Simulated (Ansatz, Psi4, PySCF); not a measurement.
ditellurium (Te2), triplet, geometry from GFN2-xTB (core potentials on Te), atoms displaced at random by about 0.08 Å a coordinate. Base run: PySCF with HF/def2-SVP, gradient.

PySCF was given this input:
```python
from pyscf import gto, scf

mol = gto.Mole()
mol.atom = '''
    Te   -0.074529    0.114079   -1.342960
    Te   -0.011734    0.022716    1.289052
'''
mol.basis = 'def2-svp'
mol.ecp = {'Te': 'def2-svp'}
mol.charge = 0
mol.spin = 2
mol.verbose = 3
mol.build()

mf = scf.UHF(mol)
mf.kernel()
g = mf.nuc_grad_method()
grad = g.kernel()
```

Programs used: Ansatz (a program for electronic structure), Psi4, PySCF; a row that names a program was run with it.

The coordinate followed is x of atom 1.

The base run was repeated with changes; each row names its change, and settings that it needs were set with it.

```json
[
 {"change": "base", "dE/dx (Eh/bohr)": "-0.000720", "net force (Eh/bohr)": "0.000000"},
 {"change": "finite difference step (bohr) = 0.01; conv_tol = 1e-11", "dE/dx (Eh/bohr)": "-0.000720", "net force (Eh/bohr)": "-"},
 {"change": "finite difference step (bohr) = 1e-3; conv_tol = 1e-11", "dE/dx (Eh/bohr)": "-0.000720", "net force (Eh/bohr)": "-"},
 {"change": "code = ansatz", "dE/dx (Eh/bohr)": "-0.000216", "net force (Eh/bohr)": "0.000000"},
 {"change": "conv_tol = 1e-6", "dE/dx (Eh/bohr)": "-0.000720", "net force (Eh/bohr)": "0.000000"},
 {"change": "density fitting = on; auxbasis_response = off", "dE/dx (Eh/bohr)": "-0.000719", "net force (Eh/bohr)": "0.000000"},
 {"change": "finite difference step (bohr) = 0.2; conv_tol = 1e-11", "dE/dx (Eh/bohr)": "-0.000732", "net force (Eh/bohr)": "-"},
 {"change": "conv_tol = 1e-11", "dE/dx (Eh/bohr)": "-0.000720", "net force (Eh/bohr)": "0.000000"},
 {"change": "finite difference step (bohr) = 1e-4; conv_tol = 1e-11", "dE/dx (Eh/bohr)": "-0.000720", "net force (Eh/bohr)": "-"},
 {"change": "density fitting = on", "dE/dx (Eh/bohr)": "-0.000720", "net force (Eh/bohr)": "0.000000"},
 {"change": "code = psi4", "dE/dx (Eh/bohr)": "-0.000720", "net force (Eh/bohr)": "0.000000"},
 {"change": "conv_tol = 1e-4", "dE/dx (Eh/bohr)": "-0.000720", "net force (Eh/bohr)": "0.000000"}
]
```

The net force is zero for an exact gradient.

Open shells are given as the SCF converged; they aren't shown to be the lowest states, and a large step between rows can be another state.
